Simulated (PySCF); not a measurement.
Magnetic shielding above rings: a mixed set.

NICS = −σ at a ghost point: NICS(0) at the centroid of the ring atoms, NICS(1) 1 Å to either side along the normal of their mean plane, zz for the tensor component along that normal. Level: GIAO PBE0/pcSseg-1 (PySCF, non-relativistic, gas phase) on the GFN2-xTB geometries, one conformer each. Atom numbers follow the mapped SMILES.

Question: Order these rings by mean NICS(1)zz, lowest (most negative) first (ppm).
A. ring C3–C4–C5–N6–C7 in `[CH2:1]=[CH:2][c:3]1[cH:4][cH:5][n-:6][cH:7]1` (charge -1)
B. ring C3–C4–C6 in `[CH3:1][CH2:2][CH:3]1[C@@H:4]([F:5])[C@@H:6]1[F:7]`
C. ring C5–C6–O7–C8–P9 in `[CH3:1][O:2][C:3](=[O:4])[c:5]1[cH:6][o:7][cH:8][p:9]1`
D. ring P3–C5–C6–C7 in `[CH2:1]=[CH:2][P@+:3]1([CH3:4])[CH2:5][CH2:6][C@H:7]1[C:8]([F:9])([F:10])[F:11]` (charge +1)
E. ring C3–C5–N6–Si7–N8 in `[CH3:1][CH2:2][C@@:3]1([CH3:4])[CH2:5][NH:6][SiH2:7][NH:8]1`
F. ring C3–C4–C5–C6–O7–C8 in `[H]/[N:1]=[CH:2]\[C@H:3]1[CH2:4][CH2:5][CH2:6][O:7][C:8]1=[O:9]`

Answer: A (-27.7), C (-25.1), B (-16.1), E (-3.9), F (2.0), D (4.3).

```json
{"SMILES": "C=Cc1cc[n-]c1", "ring": "5-membered ring with N; formal bonds all aromatic", "NICS(0)": "-10.5", "NICS(1)": "-10.8", "NICS(1)zz": "-27.7", "HOMA": "0.91", "rms pucker (Å)": "0.00", "ring atoms with four or more neighbours": "0"}
{"SMILES": "COC(=O)c1cocp1", "ring": "5-membered ring with O and P; formal bonds all aromatic", "NICS(0)": "-11.4", "NICS(1)": "-10.8", "NICS(1)zz": "-25.1", "HOMA": "0.53", "rms pucker (Å)": "0.00", "ring atoms with four or more neighbours": "0"}
{"SMILES": "CCC1[C@@H](F)[C@@H]1F", "ring": "3-membered carbocycle; formal bonds all single", "NICS(0)": "-33.7", "NICS(1)": "-7.7", "NICS(1)zz": "-16.1", "HOMA": "–", "rms pucker (Å)": "0.00", "ring atoms with four or more neighbours": "3"}
{"SMILES": "CC[C@@]1(C)CN[SiH2]N1", "ring": "5-membered ring with 2 N and Si; formal bonds all single", "NICS(0)": "-7.8", "NICS(1)": "-2.8", "NICS(1)zz": "-3.9", "HOMA": "–", "rms pucker (Å)": "0.15", "ring atoms with four or more neighbours": "3"}
{"SMILES": "[H]/N=C\\[C@H]1CCCOC1=O", "ring": "6-membered ring with O; formal bonds all single", "NICS(0)": "-1.8", "NICS(1)": "-2.0", "NICS(1)zz": "2.0", "HOMA": "–", "rms pucker (Å)": "0.21", "ring atoms with four or more neighbours": "4"}
{"SMILES": "C=C[P@+]1(C)CC[C@H]1C(F)(F)F", "ring": "4-membered ring with P; formal bonds all single", "NICS(0)": "-1.5", "NICS(1)": "-1.0", "NICS(1)zz": "4.3", "HOMA": "–", "rms pucker (Å)": "0.09", "ring atoms with four or more neighbours": "4"}
```

NICS(0) gives another order. The isotropic NICS(1) ties some rings at the printed digit and otherwise keeps the order. HOMA uses Krygowski's 1993 parameters; it is left out where a ring has a four-coordinate atom, a triple bond, no multiple bond or a kind of bond without parameters. NICS(1) and NICS(1)zz are means over the two faces.
